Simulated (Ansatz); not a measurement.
BiH₂Cl, relaxed as a singlet with RKS PBE0-D4/def2-TZVP in Ansatz, starting from the GFN2-xTB geometry. Force threshold 0.02 eV/Å.

In the def2 sets Bi takes a core potential; there is no spin–orbit coupling.

Start:

| atom | x (Å) | y (Å) | z (Å) |
| --- | --- | --- | --- |
| Bi1 | 0.302 | 0.324 | 0.752 |
| H2 | 0.979 | -1.172 | 0.089 |
| H3 | 0.712 | 1.106 | -0.782 |
| Cl4 | -1.993 | -0.258 | -0.058 |

```csv
step,energy (eV),largest force component (eV/Å),SCF passes
1,-18392.6281,0.592,23
2 (rejected),-18392.6248,0.380,29
3,-18392.6543,0.038,30
4,-18392.6545,0.014,31
```

Force components are those of the run's own axes.

End:

```xyz
4

Bi    0.271    0.312    0.732
H     0.994   -1.203    0.104
H     0.718    1.141   -0.792
Cl   -1.983   -0.250   -0.043
```

By distances, no bond broke or formed. The bond that changes most is Bi1–Cl4, from 2.50 to 2.45 Å (atoms count from 1).

No frequencies were taken in this run, so the end may be a saddle point.

Hardware: 4 threads of Arm Neoverse V2 on a shared host. Wall time 3.7 s.
